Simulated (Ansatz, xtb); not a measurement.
## C4H5FO3Si: which of two isomers lies lower

Structure a: `O[SiH](O)c1occc1F`, a singlet. Structure b: `O=C1OCC=C1O[SiH2]F`, a singlet. Both are isolated molecules in the gas phase, relaxed with r2SCAN-D4/def2-SVP; each stands in its lowest conformer found.

Quicker runs give these differences E(b) − E(a): GFN2-xTB −25.3 kcal/mol; HF/STO-3G −7.7 kcal/mol (at GFN2-xTB geometries); r2SCAN-D4/def2-SVP//GFN2-xTB −17.9 kcal/mol.

Q: Estimate E(b) − E(a) at the level CCSD(T)/def2-SVP + ΔMP2/def2-TZVPP.

A: Calculated at CCSD(T)/def2-SVP + ΔMP2/def2-TZVPP: E(b) − E(a) = −12.6 kcal/mol, so structure b lies lower.

Level by level:

```json
{"level": "GFN2-xTB", "geometry": "GFN2-xTB", "E(b) − E(a) (kcal/mol)": "−25.3", "departure from the last row (kcal/mol)": "−12.7", "job, with rough time for the two": "optimisation, 0.29 s"}
{"level": "HF/STO-3G", "geometry": "GFN2-xTB", "E(b) − E(a) (kcal/mol)": "−7.7", "departure from the last row (kcal/mol)": "+4.9", "job, with rough time for the two": "single point, 0.42 s"}
{"level": "r2SCAN-D4/def2-SVP//GFN2-xTB", "geometry": "GFN2-xTB", "E(b) − E(a) (kcal/mol)": "−17.9", "departure from the last row (kcal/mol)": "−5.3", "job, with rough time for the two": "single point, 3.3 s"}
{"level": "r2SCAN-D4/def2-SVP", "geometry": "r2SCAN-D4/def2-SVP", "E(b) − E(a) (kcal/mol)": "−17.3", "departure from the last row (kcal/mol)": "−4.6", "job, with rough time for the two": "optimisation, 43 s"}
{"level": "HF/def2-SVP", "geometry": "r2SCAN-D4/def2-SVP", "E(b) − E(a) (kcal/mol)": "−21.3", "departure from the last row (kcal/mol)": "−8.7", "job, with rough time for the two": "part of the CCSD(T) run"}
{"level": "MP2/def2-SVP", "geometry": "r2SCAN-D4/def2-SVP", "E(b) − E(a) (kcal/mol)": "−14.7", "departure from the last row (kcal/mol)": "−2.1", "job, with rough time for the two": "part of the CCSD(T) run"}
{"level": "CCSD(T)/def2-SVP", "geometry": "r2SCAN-D4/def2-SVP", "E(b) − E(a) (kcal/mol)": "−17.9", "departure from the last row (kcal/mol)": "−5.2", "job, with rough time for the two": "single point"}
{"level": "CCSD(T)/def2-SVP + ΔMP2/def2-TZVPP", "geometry": "r2SCAN-D4/def2-SVP", "E(b) − E(a) (kcal/mol)": "−12.6", "departure from the last row (kcal/mol)": "", "job, with rough time for the two": "single point, 1.9 min"}
```

As drawn, b has 1 C=O, 3 C–O, 2 C–C, 1 C=C, 1 F–Si, 1 C–H, 1 Si–H in place of 1 O–Si, 1 C–Si, 2 C∷O, 3 C∷C, 1 C–F, 2 O–H (∷ is an aromatic bond). Structure a has a 5-membered ring (with an aromatic ring), b a 5-membered ring.

The levels shown agree on the order. The largest departure from CCSD(T)/def2-SVP + ΔMP2/def2-TZVPP is that of GFN2-xTB, 12.7 kcal/mol. The last row adds to CCSD(T) the change of the MP2 difference between the two basis sets, here +5.2 kcal/mol, a large step that makes the value less sure.

With thermal terms from frequencies at re-optimised GFN2-xTB minima (ideal gas, soft modes damped towards free rotors, one conformer each, 298.15 K, 1 atm): on the last row, ΔE + ΔZPE = −12.5, ΔH = −13.2, ΔG = −11.7 kcal/mol.

The correlated steps freeze 13 core orbitals. Programs: Ansatz 0.2.0, xtb 6.7.1; the last row on 4 threads of Arm Neoverse V2 on a shared host.
